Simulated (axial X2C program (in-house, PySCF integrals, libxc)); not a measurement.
**Worked dissociation energy of RbCl⁺: PBEsol, without spin–orbit coupling**

Calculated with an axial X2C code built on PySCF integrals. Spin-free means the one-electron spin-free X2C Hamiltonian. Basis: Rb dyall-cv3z [12s13p8d4f1g], Cl dyall-av3z [9s8p3d2f] (cores contracted in-house); Gaussian nuclei, density fitting, unrestricted open shells. Masses: Rb 84.912 u, Cl 34.969 u.

Molecular state: M_S = 1/2, Λ = 1 (beyond evenly filled blocks: π+α, π+β, π-α).

- E(Rb+) (2M_S = 0, M_L = 0): -2978.608455 hartree
- E(Cl) (2M_S = 1, M_L = 0): -460.701834 hartree
- E(RbCl⁺) at Re: -3439.315102 hartree
- ωe: 83.0 cm⁻¹
- ωexe: 1.44 cm⁻¹

Q: Work out De and D0.

A: De = -2978.608455 + (-460.701834) − (-3439.315102) = 0.00481 hartree = 0.131 eV. The zero-point energy is ωe/2 − ωexe/4 = 41 cm⁻¹ = 0.005 eV, so D0 = 0.126 eV.

The state is a single determinant with fixed occupations, the lowest that a limited PBE0 search found. Dissociation energies refer to the lowest single-determinant-based atoms at the same level and basis. Other states lie close and PBE0, whose exact exchange favours high spin, may order them wrongly; the determinant shown need not be the ground state. The nearest other spin-free determinant of the search, M_S = 1/2, Λ = 0, lies 0.13 eV up at the distance of the search. Without a current term, density functionals place determinants with orbital angular momentum somewhat too high. The atomic limit has a lower orbital projection than the molecule and lies lower at mean-field level, so De may be about a tenth of an eV too small.

The bond is weak, and without diffuse functions and with truncated virtuals even CCSD(T) can be tens of per cent off in De.

Each atomic determinant is the lowest at this level and need not be a pure term. Totals compare only within one Hamiltonian and basis.
